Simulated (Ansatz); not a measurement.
Mulliken charges of CH4AlCl2FSi (`C[SiH](Cl)[Al]([F])[Cl]`) from PBE/def2-TZVPP in Ansatz (PBE0-D4/def2-TZVP geometry).

```csv
atom,x (Å),y (Å),z (Å),charge (e)
C1,0.520,-1.539,-0.323,-0.368
Si2,0.655,0.189,0.367,0.206
Cl3,0.708,0.099,2.433,-0.217
Al4,-1.217,1.632,-0.261,0.591
F5,-1.520,1.891,-1.859,-0.298
Cl6,-2.490,2.547,1.114,-0.208
H7,1.378,-2.137,-0.009,0.118
H8,0.501,-1.504,-1.415,0.120
H9,-0.390,-2.033,0.024,0.115
H10,1.939,0.804,-0.067,-0.058
```

Task: By hand: the dipole of these point charges (1 e Å = 4.8032 D).

Result: Σ q r = (0.107, -0.258, -0.330) e Å, of length 0.432 e Å = 2.07 D.

Task: How does the dipole of the full density compare? (Estimate.)

Result: Computed: (0.230, -0.356, -0.161) e Å, 2.18 D; the point charges give 0.95 times that, at 30° from its direction.

Point charges leave out the atoms' own dipoles, such as those of lone pairs, and Mulliken's split depends on the basis, so the two needn't agree.
